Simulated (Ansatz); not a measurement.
Cost and result up the ladder for Ge(vinyl)3(NEt2) (C10H19GeN) (31 atoms). The state is a singlet with charge 0. Geometry: PBE0-D4/def2-SVP.

```xyz
31

Ge    0.150   -0.733   -0.157
C     1.693   -0.958   -1.313
C     2.728   -1.743   -1.001
H     1.699   -0.418   -2.269
H     2.762   -2.299   -0.056
H     3.587   -1.871   -1.670
C     0.590   -1.400    1.623
C     0.144   -2.569    2.096
H     1.225   -0.778    2.268
H    -0.495   -3.227    1.495
H     0.392   -2.926    3.103
C    -1.377   -1.720   -0.834
C    -1.272   -2.611   -1.825
H    -2.358   -1.570   -0.364
H    -0.316   -2.809   -2.323
H    -2.135   -3.184   -2.185
N    -0.256    1.061   -0.146
C     0.805    2.014    0.110
C     0.969    3.046   -0.998
C    -1.602    1.510    0.134
C    -2.007    1.459    1.605
H     1.758    1.468    0.223
H     0.653    2.535    1.078
H     1.207    2.552   -1.953
H     0.046    3.628   -1.147
H     1.775    3.759   -0.762
H    -1.722    2.543   -0.243
H    -2.311    0.908   -0.460
H    -1.977    0.425    1.986
H    -1.328    2.059    2.230
H    -3.027    1.847    1.753
```

Ansatz on 4 threads of Intel Xeon on a shared host. Times are rough, and most runs start from the orbitals of an earlier one. PBE0-D4/def2-TZVP serves as the yardstick here, not as an exact answer. Differences are given only for rows in sets of like size (and for xTB, whose basis is part of the method), since another set adds its own error. Binding counts from free atoms at the same level (Ge triplet, C triplet, H doublet, N quartet; other spins of the atoms weren't run), without zero-point energy or a counterpoise term.

Correlated methods freeze 20 core orbitals; core or outer-core shells of Ge are correlated, in sets that lack core-valence functions. The rows differ in basis, and correlated rows in double-zeta sets carry the largest basis error.

Correlated methods converge slowly with the basis, most of all in double-zeta sets.

| level | functions | binding energy per atom (eV) | difference from PBE0-D4/def2-TZVP (eV) |
| --- | --- | --- | --- |
| MP2/def2-SVP | 281 | 4.04 | – |
| PBE0-D4/def2-TZVP | 503 | 4.20 | 0.00 |
| HF/STO-3G | 92 | 3.81 | – |
| r2SCAN-D4/def2-TZVP (with forces) | 503 | 4.18 | -0.03 |
| BHLYP-D4/def2-TZVP | 503 | 4.07 | -0.13 |
| PBE-D4/def2-TZVP | 503 | 4.27 | 0.06 |
| PBE0-D4/def2-SVP | 281 | 4.25 | – |
| PBE-D4/def2-SVP | 281 | 4.30 | – |
| LDA (SPW92)/def2-TZVP | 503 | 4.76 | 0.55 |

Task: Estimate how long each takes.

Result: HF/STO-3G 0.95 s; PBE-D4/def2-SVP 4.3 s; LDA (SPW92)/def2-TZVP 7 s; PBE0-D4/def2-SVP 8.5 s; PBE-D4/def2-TZVP 9 s; MP2/def2-SVP 9.5 s; r2SCAN-D4/def2-TZVP (with forces) 20 s; PBE0-D4/def2-TZVP 22 s; BHLYP-D4/def2-TZVP 23 s. On shared hardware such times vary by a factor of up to 3.
